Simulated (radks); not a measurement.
The numbers below are computed, except where a source is named.
Q: Fe0.5+, 25.5 electrons, occupied as [Ar] 3d6.5 4s1 (fractional occupations, a model configuration). Code: a radial shooting solver on a logarithmic mesh with Libxc functionals. Model: scalar-relativistic Kohn-Sham, r2SCAN, spin-unpolarised, spherical densities, finite nucleus; meta-GGA in the generalised Kohn-Sham scheme; Fermi nuclear charge, rms radius 3.7377 fm. Some entries of the table are withheld. Estimate them.

orbital,occ.,eigenvalue (hartree),r(max) (bohr)
1s,2,(1),0.03827
2s,2,-30.50219,0.2221
2p,6,-25.94118,0.1799
3s,2,-3.62717,(2)
3p,6,-2.33233,0.7150
3d,6.5,-0.34387,0.7216
4s,1,-0.29153,2.429

A: 
(1) 1s eigenvalue (hartree): -258.1585
(2) 3s r(max) (bohr): 0.7009
